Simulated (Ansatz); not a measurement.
System: SiH₂Cl, charge 0, doublet. SiH2Cl (SMILES Cl[SiH2], doublet).
B3LYP-D3(BJ)/def2-TZVP minimum from Ansatz (a program for electronic structure):
```xyz
4

Si     0.8482    -0.5964     0.0451
Cl    -0.7918     0.6599    -0.0481
H      0.7777    -1.3629     1.3143
H      0.8078    -1.5048    -1.1282
```
Charge 0, spin multiplicity 2.

Hartree-Fock and CCSD(T) correlation energies in hartree (Ansatz). UHF or UKS for unpaired electrons; spin-orbit terms are left out. Correlated methods leave the cores frozen. No relativity.

```tsv
basis	X	E(HF)	E(corr, CCSD(T))
cc-pV(T+d)Z	3	-749.64021	-0.34049
cc-pV(Q+d)Z	4	-749.64739	-0.36806
cc-pV(5+d)Z	5	-749.64865	withheld
```

Question: Fit E(corr) = E∞ + A/X³ to X = 3 and 4, predict X = 5, and compare with the run.

Answer: A = (-0.34049 - (-0.36806))/(1/27 - 1/64) = 1.2876; E∞ = -0.36806 - A/64 = -0.38818; at X = 5, E∞ + A/125 = -0.37788. The run gave -0.37701, 0.87 mEh above the prediction. The same form on X = 4 and 5 gives E∞ = -0.38640, 1.78 mEh above the first estimate.
